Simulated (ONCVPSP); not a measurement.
# How hard is this K ONCV potential?

ONCVPSP 4.0.1 input, shortened (lines: element, Z, core and valence counts, functional; n l f; lmax; l rc ep ncon nbas qcut; lloc lpopt rc5 dvloc0; l nproj debl; icmod fcfact rcfact), PBE, scalar-relativistic:

```
  K 19.00    3    3        4      upf
    1    0    2.00
    2    0    2.00
    2    1    6.00
    3    0    2.00
    3    1    6.00
    4    0    0.50
    2
    0    2.35    0.00    3    7    5.60
    1    1.35    0.00    4    8    5.80
    2    2.60    0.08    4    7    3.80
    4    5    1.25   -1.00
    0    3    2.70
    1    2    3.80
    2    1    3.60
    0    0.00    0.00
```

In the d channel the program set the typed energies aside and used 0.050 Ha.

For each optimised wave give the share of its norm inside rc, the residual kinetic energy above qcut (Ha) and the cutoffs (Ha) for errors of 10, 1, 0.1 and 0.01 mHa per electron.

```
         wave  norm inside rc  residual KE  10 mHa  1 mHa  0.1 mHa  0.01 mHa
           3s           0.970      7.2e-08     3.3    4.7      9.3      11.8
           4s           0.061      5.8e-08     2.3    3.7      8.6      11.6
s projector 3           0.151      3.4e-05     6.7   10.6     14.2      23.0
           3p           0.505      2.9e-04     8.4   11.4     55.5     108.6
p projector 2           0.076      2.5e-04     9.8   12.2     26.5      72.8
d projector 1           0.232      4.0e-03     6.2   14.3     24.9      32.2
```

The occupied waves need 11 Ha and 55 Ha for 1 and 0.1 mHa. Note: no bound ghost flagged but for a GHOST(-) flag that falls on a real empty level of the atom; GHOST(+) flagged for d at 73.3 eV, s at 203.0 eV.
